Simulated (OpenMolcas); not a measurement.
## Mn6+, Tc6+, Re6+: d down the group

* Program: OpenMolcas
* Method: CASSCF
* Basis: ANO-RCC-VQZP
* Scalar Hamiltonian: DKH2, point nucleus
* Spin-orbit coupling: state interaction with AMFI integrals over the reference wave functions, term energies averaged over their components

Active space for each ion: 1 electron in 10 orbitals (d d).

Computed levels in cm-1 above 2D 3/2:

| Level | Mn6+ | Tc6+ | Re6+ |
| --- | --- | --- | --- |
| 2D 5/2 | 1300 | 3144 | 10783 |
| weight of 2D in the lowest level (%) | 100 | 100 | 100 |

Measured, with the error of the calculation in %. Measured levels: Mn6+ from Corliss and Sugar, J. Phys. Chem. Ref. Data 6, 1253 (1977).

```
 Level         Mn6+
2D 5/2  1350 (-3.7)
```

The fine-structure level 2D 5/2 changes by a factor of 8.29 from Mn6+ to Re6+.

With one active electron the reference holds no correlation, so core polarisation is missing. With one active electron outside closed inactive shells, the extra shells (4d) add no correlation to the reference (holds for Mn6+). With one active electron outside closed inactive shells, the extra shells (5d) add no correlation to the reference (holds for Tc6+). With one active electron outside closed inactive shells, the extra shells (6d) add no correlation to the reference (holds for Re6+). Computed and measured levels are paired by configuration, term and J; levels that our copy of the source lacks, or whose pairing is in doubt (as where it misses far off the trend of its configuration), stay unpaired and out of the deviations. Only configurations of the active space appear.
